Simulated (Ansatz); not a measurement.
`[F][Zr]([F])([F])[SeH]` at its PBE0-D4/def2-TZVP geometry, where that method's forces vanish. Total charge 0; spin multiplicity 1. Zr: def2 effective core potential.

```xyz
6

F     1.6416   -0.6516    1.0295
Zr   -0.1099   -0.4841    0.3376
F    -0.8474   -2.1672   -0.0903
F    -1.1452    0.4171    1.6378
Se   -0.0610    0.8881   -1.8452
H     0.5220    1.9978   -1.0694
```

Question: What forces (eV/Å) does PBE-D4/def2-TZVPP give on these atoms in Ansatz? (Best estimate.)

Answer: The calculation gave: 
```
F1   0.379 -0.031  0.148
Zr2  0.001  0.094 -0.157
F3  -0.160 -0.361 -0.101
F4  -0.222  0.199  0.279
Se5 -0.095 -0.079 -0.304
H6   0.096  0.177  0.135
```
